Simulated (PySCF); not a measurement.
## Basis-set dependence of population analyses: `BN(B)BN`

Species: B3H7N2.
Numbering: `[BH2:1][N:2]([BH2:3])[BH:4][NH2:5]` (hydrogens: H6, H7 on B1; H8, H9 on B3; H10 on B4; H11, H12 on N5)

PBE0 throughout (PySCF), one geometry, spherical d and f functions. Isolated species at its PBE0-D3(BJ)/def2-SVP geometry, gas phase. Atoms taken as equivalent share a column and are averaged.

Mulliken charges (e):

```csv
basis,functions,B1/B3,N2,B4,N5,H6/H7/H8/H9,H10,H11/H12
STO-3G,32,+0.206,-0.429,+0.314,-0.461,-0.054,-0.054,+0.218
6-31G,59,+0.299,-0.728,+0.570,-0.864,-0.055,-0.037,+0.341
pcSseg-0,59,+0.205,-0.964,+0.593,-0.866,+0.026,+0.052,+0.336
6-31G*,84,+0.123,-0.366,+0.346,-0.799,-0.029,-0.025,+0.357
cc-pVDZ,105,+0.009,+0.115,-0.074,-0.017,-0.052,-0.037,+0.101
def2-SVP,105,+0.076,-0.077,-0.034,-0.098,-0.047,-0.030,+0.138
"6-311+G(2d,p)",177,+0.004,-0.307,+0.521,-0.669,-0.014,+0.003,+0.249
aug-cc-pVDZ,178,-1.526,+0.040,-0.393,+0.150,+0.682,+0.590,-0.032
def2-TZVP,197,-0.055,+0.007,+0.053,-0.461,+0.002,+0.012,+0.244
IGLO-III,245,+0.295,-0.645,+0.484,-0.529,-0.064,-0.063,+0.209
cc-pVTZ,248,-0.066,+0.078,-0.005,-0.241,-0.005,-0.006,+0.163
```

IAO charges (e):

```json
{"basis": "STO-3G", "functions": "32", "B1/B3": "+0.094", "N2": "-0.373", "B4": "+0.182", "N5": "-0.445", "H6/H7/H8/H9": "-0.005", "H10": "-0.001", "H11/H12": "+0.234"}
{"basis": "6-31G", "functions": "59", "B1/B3": "+0.071", "N2": "-0.364", "B4": "+0.187", "N5": "-0.541", "H6/H7/H8/H9": "+0.004", "H10": "+0.003", "H11/H12": "+0.278"}
{"basis": "pcSseg-0", "functions": "59", "B1/B3": "+0.070", "N2": "-0.350", "B4": "+0.170", "N5": "-0.502", "H6/H7/H8/H9": "+0.001", "H10": "-0.001", "H11/H12": "+0.268"}
{"basis": "6-31G*", "functions": "84", "B1/B3": "+0.095", "N2": "-0.385", "B4": "+0.209", "N5": "-0.541", "H6/H7/H8/H9": "-0.004", "H10": "-0.005", "H11/H12": "+0.274"}
{"basis": "cc-pVDZ", "functions": "105", "B1/B3": "+0.076", "N2": "-0.362", "B4": "+0.186", "N5": "-0.529", "H6/H7/H8/H9": "+0.001", "H10": "0.000", "H11/H12": "+0.275"}
{"basis": "def2-SVP", "functions": "105", "B1/B3": "+0.086", "N2": "-0.364", "B4": "+0.189", "N5": "-0.520", "H6/H7/H8/H9": "-0.004", "H10": "-0.005", "H11/H12": "+0.271"}
{"basis": "6-311+G(2d,p)", "functions": "177", "B1/B3": "+0.083", "N2": "-0.376", "B4": "+0.199", "N5": "-0.562", "H6/H7/H8/H9": "+0.001", "H10": "0.000", "H11/H12": "+0.284"}
{"basis": "aug-cc-pVDZ", "functions": "178", "B1/B3": "+0.078", "N2": "-0.368", "B4": "+0.193", "N5": "-0.558", "H6/H7/H8/H9": "+0.002", "H10": "+0.001", "H11/H12": "+0.284"}
{"basis": "def2-TZVP", "functions": "197", "B1/B3": "+0.085", "N2": "-0.379", "B4": "+0.201", "N5": "-0.560", "H6/H7/H8/H9": "0.000", "H10": "-0.001", "H11/H12": "+0.283"}
{"basis": "IGLO-III", "functions": "245", "B1/B3": "+0.083", "N2": "-0.378", "B4": "+0.200", "N5": "-0.563", "H6/H7/H8/H9": "+0.001", "H10": "0.000", "H11/H12": "+0.285"}
{"basis": "cc-pVTZ", "functions": "248", "B1/B3": "+0.084", "N2": "-0.378", "B4": "+0.200", "N5": "-0.557", "H6/H7/H8/H9": "+0.001", "H10": "-0.001", "H11/H12": "+0.283"}
```

Some averages cover members that differ in this geometry, most widely: H6/H7/H8/H9, Mulliken in aug-cc-pVDZ +0.545 to +0.819; H6/H7/H8/H9, Mulliken in def2-TZVP -0.038 to +0.021; H6/H7/H8/H9, Mulliken in pcSseg-0 -0.014 to +0.043; H6/H7/H8/H9, Mulliken in cc-pVTZ -0.038 to +0.017 e.

Task: Which scheme is steadiest as the basis changes?

Result: Largest range over the bases for any column: IAO 0.12 e, Mulliken 1.82 e. IAO charges move least and Mulliken charges most, counted in e. Without the minimal STO-3G basis the ranges are IAO 0.06, Mulliken 1.82 e.

Task: How much do the charges still move between the two largest bases, IGLO-III and cc-pVTZ?

Result: At most, over all atoms: Mulliken 0.722 e, IAO 0.006 e.

Task: What do the same runs give for the total energy, the frontier levels and the dipole moment?

Result: 
| basis | energy (Eh) | HOMO (eV) | LUMO (eV) | μ (D) |
| --- | --- | --- | --- | --- |
| STO-3G | -185.7879 | -6.14 | 1.72 | 2.71 |
| 6-31G | -188.0797 | -8.06 | -0.98 | 2.45 |
| pcSseg-0 | -187.7241 | -8.31 | -1.21 | 2.55 |
| 6-31G* | -188.1224 | -8.03 | -0.93 | 2.44 |
| cc-pVDZ | -188.1375 | -8.14 | -1.18 | 2.48 |
| def2-SVP | -187.9929 | -8.22 | -1.20 | 2.49 |
| 6-311+G(2d,p) | -188.1851 | -8.33 | -1.34 | 2.21 |
| aug-cc-pVDZ | -188.1498 | -8.32 | -1.36 | 2.19 |
| def2-TZVP | -188.1982 | -8.32 | -1.31 | 2.25 |
| IGLO-III | -188.2052 | -8.32 | -1.34 | 2.20 |
| cc-pVTZ | -188.1953 | -8.30 | -1.29 | 2.30 |

The dipole is fixed by the density alone, so its range of 0.52 D shows that the density itself changes with the basis, not only its division among atoms.
